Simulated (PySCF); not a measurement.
C4H6OSe.

```xyz
12

C      2.4791     0.0547     0.0415
C      1.3648    -0.6648    -0.0521
O      1.1103    -1.9220     0.4244
C     -0.2572    -1.8642    -0.0132
C     -0.0144    -0.4769    -0.6290
Se    -0.9580     1.0716     0.0822
H      2.5097     1.0553    -0.3897
H      3.3597    -0.3429     0.5477
H     -0.4941    -2.6719    -0.7238
H     -0.9576    -1.8827     0.8357
H     -0.0446    -0.4438    -1.7265
H     -2.1167     0.9365    -0.8170
```
Charge 0, spin multiplicity 1.

The structure is a stationary point at PBE0-D3(BJ)/def2-SVP. The structure was generated by enumeration; whether it is a known compound was not checked. One conformer was computed; it need not be the lowest.

All values below come from PBE0/pcSseg-1 run with PySCF. Non-relativistic, no solvent.

Computed absolute GIAO shielding of each atom: isotropic value and principal components (ppm):
```tsv
atom	σ(iso)	σ11	σ22	σ33	span
C1	97.9	0.7	128.9	164.2	163.6
C2	12.0	-87.1	42.4	80.6	167.7
O3	166.7	56.4	200.4	243.3	186.9
C4	102.5	80.5	87.2	139.8	59.3
C5	145.7	121.8	146.3	168.9	47.1
Se6	1723.9	1235.4	1654.4	2281.8	1046.4
H7	27.0	24.2	25.4	31.4	7.1
H8	26.7	23.7	25.1	31.3	7.5
H9	26.5	23.8	25.6	30.1	6.3
H10	26.8	23.4	27.4	29.5	6.1
H11	27.0	21.3	26.1	33.5	12.2
H12	28.8	19.7	25.2	41.4	21.7
```
